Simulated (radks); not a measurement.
Polarisability of the tellurium ion Te2+, [Kr] 4d10 5s2 5p2, at imaginary frequency. Calculated with a radial shooting solver on a logarithmic mesh with Libxc functionals: scalar-relativistic Kohn-Sham, LB94 model potential, spin-unpolarised, spherical densities, finite nucleus; Fermi nuclear charge, rms radius 4.7423 fm. Response by self-consistent Sternheimer equations with the Hartree and adiabatic LDA kernel, the relativistic mass of each level held fixed and spin-orbit coupling left out.

w (hartree),alpha1(iw) (bohr^3)
0.00266,13.67
0.0143,13.66
0.0360,13.61
0.0697,13.46
0.118,13.09
0.186,12.33
0.280,11.00
0.413,9.064
0.605,6.773
0.892,4.605
1.35,2.905
2.12,1.706
3.59,0.8704
6.94,0.3277
17.5,0.07295

Static values: alpha1 = 13.67 bohr^3 (2.025 angstrom^3; uncoupled 23.10). C6 = 89.06, triple-dipole C9 = 856.6 atomic units. One-pole (London) frequency 4 C6 / (3 alpha1^2) = 0.636 hartree, against 1.029 for minus the highest occupied eigenvalue.
